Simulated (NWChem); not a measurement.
Everything below was run with NWChem. System: CH$_{5}$AlO$_{2}$, charge 0, spin multiplicity 1, at a geometry optimised with PBE0/def2-SVP. The structure started from a generated list of species. Level: RHF/def2-TZVP.

Input file:

```
start mol
memory heap 200 mb stack 900 mb global 1100 mb
geometry units angstroms nocenter noautoz noautosym
  Al     0.035123     0.033796     0.002991
  C     -1.431168    -1.221531    -0.135110
  H     -1.105318    -2.146973    -0.637610
  H     -2.275476    -0.804496    -0.704251
  H     -1.797414    -1.513502     0.862291
  O     -0.074940     1.526717    -0.812420
  H      0.565349     2.237319    -0.840408
  O      1.393705    -0.399599     0.936616
  H      2.193147     0.100555     1.098191
end
basis spherical
  * library def2-tzvp
end
scf
  rhf
  nopen 0
  maxiter 100
  thresh 1e-7
  semidirect memsize 60000000 filesize 0
end
task scf energy
```

Part of the output:

```
             Northwest Computational Chemistry Package (NWChem) 7.3.0
             --------------------------------------------------------

                                NWChem Input Module
                                -------------------

 Scaling coordinates for geometry "geometry" by  1.889725989
 (inverse scale =  0.529177249)

                             Geometry "geometry" -> ""
                             -------------------------

 Output coordinates in angstroms (scale by  1.889725989 to convert to a.u.)

  No.       Tag          Charge          X              Y              Z
 ---- ---------------- ---------- -------------- -------------- --------------
    1 Al                  13.0000     0.03512300     0.03379600     0.00299100
    2 C                    6.0000    -1.43116800    -1.22153100    -0.13511000
    3 H                    1.0000    -1.10531800    -2.14697300    -0.63761000
    4 H                    1.0000    -2.27547600    -0.80449600    -0.70425100
    5 H                    1.0000    -1.79741400    -1.51350200     0.86229100
    6 O                    8.0000    -0.07494000     1.52671700    -0.81242000
    7 H                    1.0000     0.56534900     2.23731900    -0.84040800
    8 O                    8.0000     1.39370500    -0.39959900     0.93661600
    9 H                    1.0000     2.19314700     0.10055500     1.09819100

 Effective nuclear repulsion energy (a.u.)     157.6721886923

            Nuclear Dipole moment (a.u.)
            ----------------------------
        X                 Y               Z
 ---------------- ---------------- ----------------
    -0.0000018897     0.0000170075     0.0000075589


 Summary of "ao basis" -> "" (spherical)
 ------------------------------------------------------------------------------
       Tag                 Description            Shells   Functions and Types
 ---------------- ------------------------------  ------  ---------------------
 *                         def2-tzvp                  on all atoms

 Summary of "ao basis" -> "ao basis" (spherical)
 ------------------------------------------------------------------------------
[...]
    46      0.225844  2 C  px                44      0.208323  2 C  py
    47      0.199072  2 C  py                15     -0.175784  1 Al px

 Vector   21  Occ=0.000000D+00  E= 9.340124D-02
              MO Center=  3.7D-01,  2.7D-01,  4.5D-02, r^2= 7.3D+00
   Bfn.  Coefficient  Atom+Function         Bfn.  Coefficient  Atom+Function
  ----- ------------  ---------------      ----- ------------  ---------------
    42      2.130224  2 C  s                  5     -1.738338  1 Al s
    91      0.832023  6 O  s                128      0.760121  8 O  s
    71     -0.716940  3 H  s                 83     -0.670452  5 H  s
    77     -0.412251  4 H  s                157     -0.366634  9 H  s
   120     -0.350038  7 H  s                 41     -0.281253  2 C  s

 Vector   22  Occ=0.000000D+00  E= 1.147255D-01
              MO Center=  1.3D-02,  4.5D-02, -2.0D-03, r^2= 6.0D+00
   Bfn.  Coefficient  Atom+Function         Bfn.  Coefficient  Atom+Function
  ----- ------------  ---------------      ----- ------------  ---------------
    20      0.961926  1 Al pz                18     -0.526114  1 Al px
    19      0.472012  1 Al py                51     -0.230285  2 C  pz
   100     -0.204326  6 O  pz               137     -0.189646  8 O  pz

 Vector   23  Occ=0.000000D+00  E= 1.328351D-01
              MO Center=  1.1D-01,  3.7D-02,  2.1D-02, r^2= 1.1D+01
   Bfn.  Coefficient  Atom+Function         Bfn.  Coefficient  Atom+Function
  ----- ------------  ---------------      ----- ------------  ---------------
    42      4.623459  2 C  s                  5     -2.197109  1 Al s
    18      1.778098  1 Al px                19      1.534604  1 Al py
    71     -0.703006  3 H  s                 49      0.692726  2 C  px
    83     -0.667415  5 H  s                 26     -0.487184  1 Al d -2
    41     -0.481216  2 C  s                128     -0.481438  8 O  s

 center of mass
 --------------
 x =   0.06037682 y =   0.05315129 z =   0.00552826

 moments of inertia (a.u.)
 ------------------
         352.704132796086         -66.706259301741         -95.993577214487
         -66.706259301741         353.399053934763          89.265339154882
         -95.993577214487          89.265339154882         503.313512103654

  Mulliken analysis of the total density
  --------------------------------------

    Atom       Charge   Shell Charges
 -----------   ------   -------------------------------------------------------
    1 Al  13    12.03   2.00  0.65  1.34  0.54  0.09  2.92  2.28  0.83  0.72  0.13  0.26  0.16  0.12
    2 C    6     6.64   0.85  1.12  0.46  0.69  0.11  1.24  1.51  0.60  0.01  0.03  0.00
    3 H    1     0.88   0.26  0.49  0.11  0.02
    4 H    1     0.87   0.26  0.49  0.10  0.02
    5 H    1     0.87   0.26  0.49  0.11  0.02
    6 O    8     8.69   0.79  1.18  0.55  0.95  0.28  1.86  2.09  0.98  0.00  0.01  0.00
    7 H    1     0.67   0.25  0.33  0.04  0.05
    8 O    8     8.70   0.79  1.18  0.55  0.94  0.28  1.86  2.09  0.98  0.00  0.01  0.00
    9 H    1     0.67   0.25  0.33  0.04  0.05

       Multipole analysis of the density wrt the origin
       ------------------------------------------------

     L   x y z        total         open         nuclear
     -   - - -        -----         ----         -------
     0   0 0 0      0.000000      0.000000     40.000000

     1   1 0 0      0.576058      0.000000     -0.000002
     1   0 1 0      0.481614      0.000000      0.000017
     1   0 0 1      0.053304      0.000000      0.000008

     2   2 0 0    -20.897066      0.000000    152.303945
     2   1 1 0      3.267674      0.000000     48.364825
     2   1 0 1     -1.645633      0.000000     52.788523
     2   0 2 0    -22.446870      0.000000    148.038943
     2   0 1 1      2.454884      0.000000    -46.654892
     2   0 0 2    -23.072957      0.000000     57.016405

 Task  times  cpu:       55.4s     wall:       55.4s

 Total times  cpu:       55.5s     wall:       55.5s
```
